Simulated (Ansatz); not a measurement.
HO3S, SMILES [O-][S+](O)[O-], charge -1.

Geometry: PBE0-D3(BJ)/def2-SVPD. The values are those of a single conformer.

Two levels are set side by side: PBE/def2-SVPD (Ansatz, an electronic-structure program) and CAM-B3LYP/def2-SVPD (Ansatz). Energy differences of separate SCF runs at the same geometry; the states with an electron removed or added have multiplicity 2. Differences are taken from unrounded values.

```
quantity                            PBE
---------------------------------  ----
vertical ionisation energy (eV)    3.70
vertical singlet–triplet gap (eV)  4.29
```

Question: These are the PBE values. What does CAM-B3LYP give? (An estimate is asked for; the answer gives what the named calculation found.)

Answer: 
```
quantity                           CAM-B3LYP  PBE minus CAM-B3LYP
---------------------------------  ---------  -------------------
vertical ionisation energy (eV)         4.16                -0.46
vertical singlet–triplet gap (eV)       4.74                -0.44
```
